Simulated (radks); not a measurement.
Effect of the nuclear size on neutral zinc, [Ar] 3d10 4s2. Calculated with a radial shooting solver on a logarithmic mesh with Libxc functionals: Dirac Kohn-Sham, BLYP, spin-unpolarised, spherical densities, finite nucleus; Fermi nuclear charge, rms radius 3.9283 fm. The rms radius is varied about that value; shifts are against it.

rms radius (fm)	total energy shift (eV)	density at nucleus (e/bohr^3)	1s1/2 shift (meV)	2s1/2 shift (meV)	2p1/2 shift (meV)	3s1/2 shift (meV)	3p1/2 shift (meV)
3.4019	-0.0587	2.53e+04	-24.9	-2.38	0.205	-0.345	0.035
3.8105	-0.0138	2.514e+04	-5.87	-0.560	0.048	-0.081	0.008
3.9283	0	2.509e+04	0.000	0.000	0.000	0.000	0.000
4.0972	0.0205	2.503e+04	8.71	0.831	-0.072	0.121	-0.012
4.8829	0.127	2.479e+04	53.8	5.13	-0.443	0.745	-0.075

Slopes of the eigenvalues against <r^2> in GHz/fm^2, as finite differences over the two radii next to the reference (eigenvalue slopes, not the field-shift constants of lines): 1s1/2 1560, 2s1/2 148, 2p1/2 -12.8, 3s1/2 21.6.
